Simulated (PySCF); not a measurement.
Cost of one run: shielding job, phenyldifluoroborane, `FB(F)c1ccccc1`.

Method: GIAO PBE0/pcSseg-1 NMR shielding, non-relativistic, gas phase (PySCF 2.14.0, density-fitted response routines). Geometry: GFN2-xTB. Work: shieldings, ring-centre shieldings, charges and field gradients, density fitting. A driver script takes a list of jobs; this job's settings line and coordinates (Å) are shown.

Input:
```
{"job": {"kind": "nmr", "xc": "PBE0", "basis": "pcSseg-1"}, "charge": 0, "multiplicity": 1}
F      3.137579    -1.028150    -0.238327
B      2.395823     0.056974    -0.100607
F      3.097183     1.174236    -0.021043
C      0.845585     0.021132    -0.037183
C      0.102059     1.197972     0.108962
C     -1.278109     1.164387     0.164438
C     -1.946585    -0.046626     0.077876
C     -1.229780    -1.224203    -0.064447
C      0.150213    -1.190620    -0.123177
H      0.625361     2.139827     0.178795
H     -1.835988     2.082356     0.276034
H     -3.025790    -0.072751     0.121895
H     -1.749424    -2.168810    -0.128988
H      0.711196    -2.106196    -0.236393
```

Hardware: x86-64 server, one thread, shared host.

How large is the basis?

178 functions for 64 electrons, with 914 fitting functions; the fitted three-index integrals, 914 × 178 × 179/2 numbers of 8 bytes, come to 110 MiB.

Question: Which is nearest to the wall time?
A. 0.61 s
B. 4.6 s
C. 37 s

Answer: C. The run took 37 s. The SCF took 13 cycles.

At this speed, how long would 100 such jobs take on 16 cores, one job a core?

100/16 gives 7 rounds of 37 s, about 4.3 min of wall time and 1 core-hours, if the jobs don't slow each other.

The SCF part of the output:
```
coarse grid: 12880 points
cycle   1  E = -455.6403485280  dE =  1.468e+00  |g| = 6.431e-01  |ddm| = 3.707e+00
cycle   2  E = -455.6002929119  dE =  4.006e-02  |g| = 8.627e-01  |ddm| = 9.923e-01
cycle   3  E = -455.7139496759  dE = -1.137e-01  |g| = 6.171e-02  |ddm| = 4.842e-01
cycle   4  E = -455.7145488106  dE = -5.991e-04  |g| = 3.779e-02  |ddm| = 9.100e-02
cycle   5  E = -455.7148879932  dE = -3.392e-04  |g| = 1.101e-02  |ddm| = 4.094e-02
cycle   6  E = -455.7149181794  dE = -3.019e-05  |g| = 3.268e-03  |ddm| = 1.273e-02
cycle   7  E = -455.7149210235  dE = -2.844e-06  |g| = 3.122e-04  |ddm| = 3.336e-03
final grid: 128528 points
cycle   8  E = -455.7754617859  dE = -6.043e-05  |g| = 6.820e-03  |ddm| = 4.079e-02
cycle   9  E = -455.7754604472  dE =  1.339e-06  |g| = 7.246e-03  |ddm| = 1.362e-02
cycle  10  E = -455.7754734174  dE = -1.297e-05  |g| = 6.042e-04  |ddm| = 6.922e-03
cycle  11  E = -455.7754734756  dE = -5.823e-08  |g| = 3.684e-04  |ddm| = 9.094e-04
cycle  12  E = -455.7754735119  dE = -3.631e-08  |g| = 6.685e-05  |ddm| = 3.941e-04
cycle  13  E = -455.7754735129  dE = -9.719e-10  |g| = 2.468e-05  |ddm| = 6.844e-05
converged SCF energy = -455.7754735129
```

On the final grid dE counts from the start density on that grid.

The host was shared with other jobs, so the times are rough.
